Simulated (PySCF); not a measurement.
A geometry optimisation, step by step.

Compound: CrCl₂ (quintet state).
Bonds: Cr1–Cl2, Cr1–Cl3.

Computed by this run: PBE0-D3(BJ)/def2-SVP geometry optimisation, gas phase (PySCF 2.14.0); unrestricted, density fitting, grid level 1; the optimiser is geomeTRIC in internal coordinates, started from a GFN2-xTB structure with every atom displaced at random (about 0.03 Å). 14 of its 15 geometries are shown. The frame can shift and turn from step to step; on so coarse a grid that alone can change the energy by a few meV, and forces under 0.02 eV/Å are noise.

Step 0: E = -53443.7200 eV, largest atomic force 2.333 eV/Å
```
atom  x, y, z in Å  |  force x, y, z in eV/Å
Cr1     0.062   -0.076    0.013    0.195  -0.116  -1.185
Cl2    -0.032   -0.033    2.069   -0.121   0.058   2.329
Cl3    -0.046    0.012   -2.101   -0.074   0.059  -1.144
```

Step 1: E = -53443.8759 eV, largest atomic force 0.668 eV/Å
```
atom  x, y, z in Å  |  force x, y, z in eV/Å
Cr1     0.067   -0.080    0.001    0.069  -0.042  -0.383
Cl2    -0.035   -0.033    2.141   -0.042   0.021   0.666
Cl3    -0.049    0.015   -2.161   -0.027   0.021  -0.283
```

Step 2: E = -53443.8919 eV, largest atomic force 0.149 eV/Å
```
atom  x, y, z in Å  |  force x, y, z in eV/Å
Cr1     0.072   -0.083   -0.005    0.030  -0.018  -0.122
Cl2    -0.036   -0.033    2.168   -0.017   0.009   0.148
Cl3    -0.052    0.018   -2.183   -0.013   0.010  -0.026
```

Step 3: E = -53443.8928 eV, largest atomic force 0.041 eV/Å
```
atom  x, y, z in Å  |  force x, y, z in eV/Å
Cr1     0.075   -0.085   -0.007    0.021  -0.014  -0.032
Cl2    -0.037   -0.033    2.175   -0.010   0.006   0.015
Cl3    -0.055    0.021   -2.188   -0.011   0.008   0.017
```

Step 4: E = -53443.8929 eV, largest atomic force 0.025 eV/Å
```
atom  x, y, z in Å  |  force x, y, z in eV/Å
Cr1     0.079   -0.087   -0.008    0.021  -0.014   0.000
Cl2    -0.037   -0.034    2.176   -0.009   0.005  -0.015
Cl3    -0.058    0.024   -2.188   -0.012   0.009   0.015
```

Step 5: E = -53443.8935 eV, largest atomic force 0.119 eV/Å
```
atom  x, y, z in Å  |  force x, y, z in eV/Å
Cr1     0.100   -0.101   -0.012    0.022  -0.018   0.115
Cl2    -0.039   -0.037    2.177   -0.005   0.004  -0.111
Cl3    -0.077    0.041   -2.185   -0.017   0.013  -0.005
```

Step 6: E = -53443.8944 eV, largest atomic force 0.449 eV/Å
```
atom  x, y, z in Å  |  force x, y, z in eV/Å
Cr1     0.184   -0.157   -0.028    0.007  -0.022   0.448
Cl2    -0.047   -0.053    2.170    0.015   0.004  -0.367
Cl3    -0.153    0.113   -2.162   -0.022   0.018  -0.081
```

Step 8: E = -53443.9062 eV, largest atomic force 0.068 eV/Å
```
atom  x, y, z in Å  |  force x, y, z in eV/Å
Cr1     0.260   -0.213   -0.018    0.039  -0.036   0.043
Cl2    -0.101   -0.015    2.125   -0.016   0.020   0.000
Cl3    -0.175    0.130   -2.127   -0.023   0.016  -0.043
```

Step 9: E = -53443.9095 eV, largest atomic force 0.192 eV/Å
```
atom  x, y, z in Å  |  force x, y, z in eV/Å
Cr1     0.457   -0.352   -0.028   -0.003  -0.015  -0.191
Cl2    -0.188    0.034    2.004   -0.048   0.034   0.182
Cl3    -0.286    0.221   -1.996    0.051  -0.019   0.008
```

Step 10: E = -53443.9117 eV, largest atomic force 0.064 eV/Å
```
atom  x, y, z in Å  |  force x, y, z in eV/Å
Cr1     0.337   -0.267   -0.021    0.034  -0.034  -0.043
Cl2    -0.139    0.007    2.087   -0.013   0.006   0.052
Cl3    -0.214    0.163   -2.086   -0.021   0.028  -0.009
```

Step 11: E = -53443.9135 eV, largest atomic force 0.035 eV/Å
```
atom  x, y, z in Å  |  force x, y, z in eV/Å
Cr1     0.375   -0.293   -0.026    0.009  -0.022  -0.025
Cl2    -0.151    0.006    2.068   -0.006  -0.003   0.019
Cl3    -0.241    0.190   -2.062   -0.004   0.025   0.006
```

Step 12: E = -53443.9118 eV, largest atomic force 0.067 eV/Å
```
atom  x, y, z in Å  |  force x, y, z in eV/Å
Cr1     0.445   -0.341   -0.040   -0.050   0.016   0.041
Cl2    -0.177   -0.008    2.025    0.010  -0.009  -0.025
Cl3    -0.284    0.252   -2.005    0.040  -0.007  -0.016
```

Step 13: E = -53443.9136 eV, largest atomic force 0.023 eV/Å
```
atom  x, y, z in Å  |  force x, y, z in eV/Å
Cr1     0.410   -0.317   -0.034   -0.021  -0.002   0.008
Cl2    -0.167   -0.009    2.048    0.001  -0.007  -0.013
Cl3    -0.260    0.229   -2.034    0.020   0.010   0.005
```

Step 14: E = -53443.9137 eV, largest atomic force under 0.02 eV/Å
```
atom  x, y, z in Å  |  force x, y, z in eV/Å
Cr1     0.402   -0.312   -0.032   -0.013  -0.006   0.004
Cl2    -0.170   -0.016    2.052   -0.001  -0.007  -0.009
Cl3    -0.249    0.231   -2.040    0.013   0.013   0.005
```

Problem. Summarise the path.

Solution. The energy falls by 0.1938 eV from step 0 to step 14; nine tenths of that is first reached at step 6. It rises by more than 0.2 meV at step 12. The largest force goes from 2.333 to under 0.02 eV/Å. Among the bonds Cr1–Cl2 changes most, from 2.059 to 2.181 Å; the atoms move by 0.295 Å rms after alignment.

Problem. Follow the energy, the force and the coordinates that change most from start to end.

Solution. 
| step | E above end (eV) | largest force (eV/Å) | Cr1–Cl2 (Å) | Cr1–Cl3 (Å) | Cl2–Cr1–Cl3 (°) |
| --- | --- | --- | --- | --- | --- |
| 0 | 0.1938 | 2.333 | 2.059 | 2.118 | 173.4 |
| 1 | 0.0378 | 0.668 | 2.143 | 2.168 | 173.1 |
| 2 | 0.0218 | 0.149 | 2.176 | 2.185 | 172.7 |
| 3 | 0.0209 | 0.041 | 2.185 | 2.187 | 172.4 |
| 4 | 0.0208 | 0.025 | 2.187 | 2.187 | 172.1 |
| 5 | 0.0202 | 0.119 | 2.194 | 2.185 | 170.1 |
| 6 | 0.0194 | 0.449 | 2.213 | 2.177 | 162.1 |
| 7 | 0.0175 | 0.349 | 2.206 | 2.179 | 162.6 |
| 8 | 0.0075 | 0.068 | 2.183 | 2.180 | 154.5 |
| 9 | 0.0042 | 0.192 | 2.166 | 2.180 | 134.3 |
| 10 | 0.0020 | 0.064 | 2.178 | 2.181 | 146.7 |
| 11 | 0.0003 | 0.035 | 2.180 | 2.181 | 143.0 |
| 12 | 0.0020 | 0.067 | 2.182 | 2.178 | 135.8 |
| 13 | 0.0001 | 0.023 | 2.182 | 2.179 | 139.4 |
| 14 | 0.0000 | under 0.02 | 2.181 | 2.179 | 140.1 |

The cost below is that of the whole optimisation. On an Arm Neoverse V1 with one thread, on a shared host, this took 57 s wall and 0.30 GiB of memory at its peak.
